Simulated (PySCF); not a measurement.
SiFCl₂, SMILES F[Si](Cl)Cl, multiplicity 2.

The structure is a stationary point at PBE0-D3(BJ)/def2-SVP.

Method: PBE0-D3(BJ)/def2-SVP run with PySCF.

Frequencies are harmonic and unscaled.

```tsv
mode	ν (cm⁻¹)	IR (km/mol)	moving atoms (share of kinetic energy)
1	165	1.7	Cl 73 %, Si 15 %, F 12 %
2	227	6.8	F 62 %, Cl 32 %
3	285	16.9	Si 36 %, F 34 %, Cl 30 %
4	518	53.8	Cl 48 %, Si 48 %
5	610	201.8	Si 66 %, Cl 34 %
6	910	134.2	F 57 %, Si 43 %
```
